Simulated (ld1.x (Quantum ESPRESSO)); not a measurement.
beryllium RRKJ: all-electron and pseudo phase curves

Be, norm-conserving RRKJ (Kleinman–Bylander form), made with ld1.x (Quantum ESPRESSO) 7.5 (PBEsol, non-relativistic). Core none, reference 1s2 2s2 2p0. Waves: 2p (bound, empty): rc 4.20 bohr; 3d channel at 0.05 Ry: rc 4.05 bohr; 1s (bound): rc 0.40 bohr. Local part: the s channel. Core correction: none. rho0 = 0.001.

Occupied shells without a wave of their own: 2s. They enter only through the test configuration that unscreens the potential.

The phase is arctan(r·u′/u) with u = r·R(r), unwrapped; energies in Ry, scanned from -10 to 5 Ry. A pole is an energy at which the radial function vanishes at the test radius. The pseudo phase is shifted by a multiple of π to meet the all-electron one at the reference energy, and phase errors are pseudo minus all-electron; the curves can meet again beyond the range given. Levels narrower than the energy grid can be missing from the lists of poles.

Q: For each channel, where are the poles, and over which energies does the pseudopotential scatter like the atom?

A:

```json
{"channel": "s", "radius (bohr)": "4.57", "reference energy (Ry)": "-7.75", "poles, all-electron": "-0.31, 1.46, 4.33", "poles, pseudo": "-0.31, 1.47, 4.33", "unbroken range about the reference energy with phases within 0.05 rad": "the whole range", "phase error 1 Ry above the reference energy (rad)": "+0.000"}
{"channel": "p", "radius (bohr)": "4.57", "reference energy (Ry)": "-0.14", "poles, all-electron": "0.00, 1.52, 4.04", "poles, pseudo": "0.01, 2.09", "unbroken range about the reference energy with phases within 0.05 rad": "below 0.4", "phase error 1 Ry above the reference energy (rad)": "+0.473"}
{"channel": "d", "radius (bohr)": "4.57", "reference energy (Ry)": "0.05", "poles, all-electron": "0.97, 3.06", "poles, pseudo": "0.99, 4.26", "unbroken range about the reference energy with phases within 0.05 rad": "below 1.4", "phase error 1 Ry above the reference energy (rad)": "+0.015"}
```

Phases in the p channel:

```tsv
E (Ry)	all-electron	pseudo
-10.00	1.501	1.501
-9.52	1.500	1.500
-9.04	1.498	1.498
-8.56	1.496	1.496
-8.08	1.493	1.493
-7.60	1.491	1.491
-7.12	1.488	1.488
-6.64	1.485	1.485
-6.16	1.482	1.482
-5.68	1.478	1.478
-5.20	1.474	1.474
-4.72	1.469	1.469
-4.24	1.463	1.463
-3.76	1.457	1.456
-3.28	1.448	1.448
-2.80	1.438	1.438
-2.32	1.424	1.424
-1.84	1.405	1.404
-1.36	1.375	1.374
-0.88	1.317	1.317
-0.40	1.093	1.093
0.08	-1.675	-1.669
0.56	-2.483	-2.230
1.04	-4.502	-4.290
1.52	-4.713	-4.605
2.00	-4.842	-4.700
2.48	-5.263	-4.759
2.96	-7.546	-4.819
3.44	-7.767	-4.914
3.92	-7.841	-5.232
4.40	-7.894	-7.175
4.88	-7.963	-7.645
```
